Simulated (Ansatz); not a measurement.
Born–Oppenheimer molecular dynamics of AlCl$_{2}$H$_{4}$P (8 atoms, charge 0, multiplicity 1). It starts at the highest image of a converged band, a first-order saddle point between two minima.

Theory: RKS PBE-D4/def2-SVP in Ansatz 0.2.0.

```
ensemble                      : NVE (velocity Verlet)
time step                     : 0.5 fs
steps asked                   : 200
starting velocities drawn for : 100 K
seed                          : 6373
```

First frame:

```xyz
8
Properties=species:S:1:pos:R:3
Al 0.079 -0.421 0.031
H -0.051 0.169 1.640
Cl 1.944 0.096 -0.814
Cl -1.741 -0.144 -1.005
P 0.145 -2.691 1.195
H -0.769 -2.889 0.101
H 1.341 -2.744 0.397
H 0.001 -0.954 1.672
```

(1) What does the run give?

(2) What happens to the structure?

(3) How do temperature and energy run in time?

Results:

(1) All steps were run.

```yaml
steps_done: 200
time_covered: 100 fs
mean_temperature_over_the_second_half: 790 K
spread_of_the_potential_energy_over_the_second_half: 9.2 meV per atom
mean_potential_energy_of_the_second_half_above_the_start: -66.9 meV per atom
```

The conserved energy stayed within 0.1 meV per atom of its start (net change 0.035 meV per atom), so the integration is sound. The system heated up, since it started high on the potential surface and ran downhill. A run of 0.1 ps of so small a system gives no equilibrium averages. The orbitals stay closed-shell, which can raise the energy where a bond breaks towards radicals; this wasn't checked here.

(2) The step under study would form Al1–P5, H2–H8 and break Al1–H2, P5–H8. These pairs go: Al1–P5 2.55 → 4.00 Å, H2–H8 1.13 → 5.75 Å, Al1–H2 1.72 → 1.61 Å, P5–H8 1.81 → 1.54 Å. In the last frame they stand as before the step (other bonds may differ from the relaxed reactants and products). Also parted: Al1–H8 1.73 → 5.04 Å. It ends as AlCl2H + H3P. Pairs count as bonded within 1.25 times the sum of covalent radii (0.12 Å more for H–H). Another seed would give other details.

(3) 
| time (fs) | T (K) | potential energy less start (eV) | conserved less start (meV/atom) |
| --- | --- | --- | --- |
| 0.0 | 100 | 0.000 | 0.00 |
| 8.0 | 80 | 0.016 | 0.01 |
| 16.0 | 318 | -0.170 | -0.03 |
| 24.0 | 732 | -0.491 | -0.07 |
| 32.0 | 934 | -0.647 | -0.07 |
| 40.0 | 1003 | -0.701 | -0.05 |
| 48.0 | 1082 | -0.763 | -0.09 |
| 56.0 | 830 | -0.566 | 0.02 |
| 64.0 | 711 | -0.474 | 0.03 |
| 72.0 | 711 | -0.474 | 0.02 |
| 80.0 | 832 | -0.568 | 0.01 |
| 88.0 | 807 | -0.548 | -0.02 |
| 96.0 | 678 | -0.449 | -0.08 |

Run time: 6.2 min on 2 threads of Intel(R) Xeon(R) Platinum 8259CL CPU @ 2.50GHz (Skylake/Cascade Lake), on a shared host, peak memory 0.18 GiB.
